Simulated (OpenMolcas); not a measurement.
Ir⁴⁺.

| Property | Result |
| --- | --- |
| Program | OpenMolcas |
| Method | CASSCF |
| Basis | ANO-RCC-VTZP [8s7p5d3f1g] |
| Scalar Hamiltonian | DKH2, point nucleus |
| Active space | 5 electrons in 5 orbitals (5d) |
| State averaging | 2S+1 = 6 even, 1 root; 2S+1 = 4 even, 24 roots kept (CI in the orbitals of an earlier block); 2S+1 = 2 even, 75 roots kept (CI in the orbitals of an earlier block) |
| Spin-orbit coupling | RASSI with atomic mean-field integrals over the reference wave functions, term energies averaged over their components |

Levels without dynamic correlation, in cm⁻¹ above 5d⁵ ⁶S_5/2:

```csv
Level,E
5d⁵ ²S_1/2,62976
5d⁵ ²I_11/2 [73 %],40316
5d⁵ ²D_3/2(2),69861
5d⁵ ²G_9/2(2),77236
```

On this reference, MS-CASPT2, IPEA 0.25 Eh, imaginary shift 0.1 Eh (closed shells correlated: 5s 5p) puts 5d⁵ ²S_1/2 at 54530 cm⁻¹.

Problem. Estimate the other levels at that method by one scale factor, and say how well it serves.

Solution. The factor is 54530 / 62976 = 0.866. Scaled values beside those that MS-CASPT2 gives:
| Level | Scaled | MS-CASPT2 | Miss (%) |
| --- | --- | --- | --- |
| 5d⁵ ²I_11/2 [73 %] | 34914 | 37010 | -5.7 |
| 5d⁵ ²D_3/2(2) | 60500 | 61460 | -1.6 |
| 5d⁵ ²G_9/2(2) | 66886 | 68560 | -2.4 |
For these levels the scaled values miss MS-CASPT2 by up to 5.7 %, as correlation changes each term by its own factor, spin-orbit parts do not scale and CASPT2 has its own spread within terms. This holds within one configuration; levels of others move differently, and the target method has errors of its own against measurement.

CASPT2 does not keep the components of a term degenerate, so their means are used; among the terms shown or strongly mixed into the levels shown the widest spread is 220 cm-1 (5d⁵ ⁴G, MS-CASPT2). Terms from blocks run as CI alone lack orbitals of their own. Without dynamic correlation excited terms often stand tens of per cent too high (terms of higher spin than the ground term too low), and those without a measured partner can miss by more than the paired ones (holds for CASSCF). Blocks of more than 70 roots (2S+1 = 2 even) ran without multistate coupling (holds for MS-CASPT2). Only configurations of the active space appear.

A share in square brackets marks a mixed level and gives the weight of the term that names it, the lowest over the columns. A number in round brackets counts repeated terms of one configuration in the order of the reference energies.
